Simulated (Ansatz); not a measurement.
Program: Ansatz. Geometries: PBE0-D4/def2-TZVP. ΔE: electronic, gas phase. CCSD(T)/CBS is the MP2 limit (def2-TZVPP, def2-QZVPP) plus CCSD(T) − MP2 in def2-TZVPP, frozen cores. This one scheme is used for every species. Functionals use def2-TZVPP. B3LYP here is the variant with VWN-RPA as its local correlation; programs differ in this. Each species was taken in one conformer, which may not be the lowest.

Consider the silylene formation by 1,1-elimination: `N[SiH](Cl)CCl` → `CCl` + `N[Si]Cl`.

| species | B3LYP energy (Eh) |
| --- | --- |
| `N[SiH](Cl)CCl` | -1305.98587 |
| `CCl` | -500.15863 |
| `N[Si]Cl` | -805.79100 |

Task: Work out ΔE.

Result: ΔE = (-500.15863) + (-805.79100) − (-1305.98587) = 0.03624 Eh = +95.1 kJ/mol. CCSD(T)/CBS gives +126.4 kJ/mol.

Task: What do rigid-rotor, harmonic-oscillator terms from PBE0-D4/def2-TZVP frequencies (298.15 K, 1 bar) make of the CCSD(T)/CBS value? (An estimate is asked.)

Result: Computed: ΔZPE = -0.1 kJ/mol, ΔH = +128.1 kJ/mol, ΔS = 156 J/(mol·K), ΔG = +81.7 kJ/mol.

Largest T1 diagnostic among the species: 0.013.

From PBE to PBE0 (25 % exact exchange), in def2-TZVPP and without D4, ΔE moves by +16.4 kJ/mol. The D4 term adds +19.5 kJ/mol with B3LYP and +10.8 kJ/mol with PBE0; it sums over pairs of atoms, weighted by their polarisabilities, and B3LYP, whose exchange is more repulsive, gets the larger term. Leaving LDA and LC-ωPBE aside and taking each functional with its dispersion term where it has one, the values, not all of them listed here, spread over 40.6 kJ/mol, from BLYP-D4 to r2SCAN0-D4. LDA lies +36.5 kJ/mol from PBE without D4.
